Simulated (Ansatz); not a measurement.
`N/C(F)=C/[SiH3]` at its PBE0-D4/def2-TZVP geometry, where that method's forces vanish. The species carries charge 0 and has multiplicity 1.

| atom | x (Å) | y (Å) | z (Å) |
| --- | --- | --- | --- |
| N1 | -1.354 | 0.527 | 1.703 |
| C2 | -0.454 | 0.471 | 0.679 |
| F3 | 0.155 | 1.658 | 0.547 |
| C4 | -0.100 | -0.552 | -0.099 |
| Si5 | 1.250 | -0.459 | -1.351 |
| H6 | -2.004 | -0.238 | 1.756 |
| H7 | -1.756 | 1.434 | 1.880 |
| H8 | -0.644 | -1.479 | 0.042 |
| H9 | 1.354 | -1.788 | -2.011 |
| H10 | 2.571 | -0.134 | -0.745 |
| H11 | 0.982 | 0.561 | -2.402 |

For each bond, give half the difference of the two atoms' forces along it (eV/Å; positive pushes the atoms apart) under PBE-D4, r2SCAN-D4, B3LYP-D4, ωB97M-V in def2-TZVPP. (Estimate.)

Ansatz gave: 
```json
{"bond": "N1–C2", "length (Å)": "1.364", "PBE-D4": "-0.01", "r2SCAN-D4": "0.00", "B3LYP-D4": "0.14", "ωB97M-V": "0.25"}
{"bond": "N1–H6", "length (Å)": "1.005", "PBE-D4": "0.16", "r2SCAN-D4": "0.00", "B3LYP-D4": "-0.05", "ωB97M-V": "-0.08"}
{"bond": "N1–H7", "length (Å)": "1.007", "PBE-D4": "0.18", "r2SCAN-D4": "-0.02", "B3LYP-D4": "-0.04", "ωB97M-V": "-0.09"}
{"bond": "C2–F3", "length (Å)": "1.340", "PBE-D4": "0.54", "r2SCAN-D4": "0.32", "B3LYP-D4": "0.40", "ωB97M-V": "0.25"}
{"bond": "C2–C4", "length (Å)": "1.334", "PBE-D4": "0.24", "r2SCAN-D4": "0.11", "B3LYP-D4": "-0.12", "ωB97M-V": "-0.22"}
{"bond": "C4–Si5", "length (Å)": "1.844", "PBE-D4": "-0.17", "r2SCAN-D4": "-0.11", "B3LYP-D4": "0.10", "ωB97M-V": "0.15"}
{"bond": "C4–H8", "length (Å)": "1.084", "PBE-D4": "0.03", "r2SCAN-D4": "-0.04", "B3LYP-D4": "-0.08", "ωB97M-V": "-0.05"}
{"bond": "Si5–H9", "length (Å)": "1.487", "PBE-D4": "0.07", "r2SCAN-D4": "-0.02", "B3LYP-D4": "-0.09", "ωB97M-V": "-0.11"}
{"bond": "Si5–H10", "length (Å)": "1.489", "PBE-D4": "0.09", "r2SCAN-D4": "0.00", "B3LYP-D4": "-0.07", "ωB97M-V": "-0.13"}
{"bond": "Si5–H11", "length (Å)": "1.489", "PBE-D4": "0.09", "r2SCAN-D4": "0.00", "B3LYP-D4": "-0.07", "ωB97M-V": "-0.13"}
```

B3LYP here is the variant with VWN-RPA as its local correlation; programs differ in this.
